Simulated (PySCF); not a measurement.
Predicted microwave data (PBE0/pcSseg-1 in PySCF (dipole) on a GFN2-xTB geometry, gas phase) for one isomer of C5H13NO3Si:

- Rotational constants: A = 1584, B = 768.9, C = 667.7 MHz
- Dipole components: |μa| = 1.05 D, |μb| = 0.10 D, |μc| = 0.44 D
- Inertial defect: -219.36 u·Å²
- κ: -0.78

Problem. Which candidate fits, each taken in the one conformer that was computed?
A. `[CH3:1][NH:2][Si@@H:3]([O:4][CH3:5])[C@H:6]([CH3:7])[C:8](=[O:9])[OH:10]` with C1–N2–Si3–O4 175°, N2–Si3–O4–C5 171°, N2–Si3–C6–C7 -63°, Si3–C6–C8–O9 90°, C6–C8–O10–H 177°
B. `[CH3:1][NH:2][Si@@H:3]1[O:4][CH2:5][CH2:6][C@@H:7]([O:8][CH3:9])[O:10]1` with C1–N2–Si3–O4 -173°, C6–C7–O8–C9 -173°, N2–Si3–O4–C5 -143°, Si3–O4–C5–C6 45°, O4–C5–C6–C7 -61°, C5–C6–C7–O8 -60°
C. `[CH3:1][NH:2][Si@@H:3]([O:4][CH3:5])[C@@H:6]([CH3:7])[C:8](=[O:9])[OH:10]` with C1–N2–Si3–O4 50°, N2–Si3–O4–C5 47°, N2–Si3–C6–C7 -56°, Si3–C6–C8–O9 -87°, C6–C8–O10–H -176°
D. `[CH3:1][CH2:2][O:3][Si:4]1([NH2:5])[O:6][CH2:7][CH2:8][CH2:9][O:10]1` with C1–C2–O3–Si4 180°, C2–O3–Si4–N5 180°, O3–Si4–N5–H -65° and 65°, O3–Si4–O6–C7 -156°, Si4–O6–C7–C8 49°, O6–C7–C8–C9 -61°, C7–C8–C9–O10 61°

Solution. C. It is CN[Si@@H](OC)[C@@H](C)C(=O)O, an asymmetric top, point group C1. The candidates at the same level (rigid rotor, commonest isotopes):

```csv
SMILES,A (MHz),B (MHz),C (MHz),μa (D),μb (D),μc (D),Δ (u·Å²),point group,rotor
CN[Si@@H]1OCC[C@@H](OC)O1,1784,879.5,683.0,0.26,0.73,0.27,-117.93,C1,asymmetric top
CCO[Si]1(N)OCCCO1,1921,748.9,705.2,0.86,0.57,0.00,-221.30,Cs,near-prolate asymmetric top
CN[Si@@H](OC)[C@H](C)C(=O)O,1389,862.3,685.9,1.16,0.91,0.99,-213.17,C1,asymmetric top
CN[Si@@H](OC)[C@@H](C)C(=O)O,1584,768.9,667.7,1.05,0.10,0.44,-219.36,C1,asymmetric top
```

`CN[Si@@H](OC)[C@H](C)C(=O)O` has A 12 % too low; `CCO[Si]1(N)OCCCO1` has A 21 % too high; `CN[Si@@H]1OCC[C@@H](OC)O1` has B 14 % too high. No structure here is proved a minimum.
